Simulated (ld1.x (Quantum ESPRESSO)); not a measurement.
Ranking PAW potentials for Ge

All share these settings but for the change named:

```
Element                 : germanium
Generator               : ld1.x (Quantum ESPRESSO) 7.5
Type                    : PAW
Functional              : LDA (PZ)
Relativity              : non-relativistic
Frozen core             : [Ar]
Valence charge          : 14
Reference configuration : 3d10 4s2 4p2
Partial waves           : 4s (bound): rcut 1.30, rcutus 1.60 bohr; 4s channel at 0.15 Ry: rcut 1.30, rcutus 1.60 bohr; 4p (bound): rcut 1.70, rcutus 1.95 bohr; 4p channel at 0.85 Ry: rcut 1.70, rcutus 1.95 bohr; 3d (bound): rcut 0.70, rcutus 0.75 bohr; 3d channel at -1.5 Ry: rcut 0.70, rcutus 0.75 bohr
Local potential         : all-electron potential smoothed inside 1.40 bohr (lloc = -2)
Core correction         : Bessel-smoothed model core inside 0.65 bohr
Augmentation charge     : PSQ, inside the norm-conserving radii
```

Cutoff: the first of the cutoffs (Ry, on a coarse ladder) from which the occupation-weighted sum of valence levels, in a spherical-Bessel basis at the reference potential, stays within 10 and 1 mRy of its value at 400 Ry; the density cutoff is not measured.

The base gives 300 Ry.

Of 8 variants that were run, those that failed, showed a ghost or another fault, or gave nearly equal values are left out.

A variant can come out equal or close to the base.

Question: Rank these variants from softest to hardest (loose cutoff).
A. wave 4s channel at 0.15 Ry: rcut 1.30, rcutus 1.60 bohr becomes 4s channel at -0.6 Ry: rcut 1.30, rcutus 1.60 bohr
B. core [Ar] 3d10, valence charge 4; reference 4s2 4p2; waves now 4s (bound): rcut 1.45, rcutus 1.95 bohr; 4s channel at 0.15 Ry: rcut 1.45, rcutus 1.95 bohr; 4p (bound): rcut 1.75, rcutus 2.40 bohr; 4p channel at 0.85 Ry: rcut 1.75, rcutus 2.40 bohr; local potential all-electron potential smoothed inside 2.00 bohr (lloc = -1); core correction Bessel-smoothed model core, default radius (core density twice the valence density)
C. all radii but the core radius scaled by about 1.05 (s 1.68, p 2.04, d 0.78 bohr, rcut 1.36/1.78/0.74); local potential all-electron potential smoothed inside 1.46 bohr (lloc = -2)

Answer: B (8 Ry), C (260 Ry), A (300 Ry).
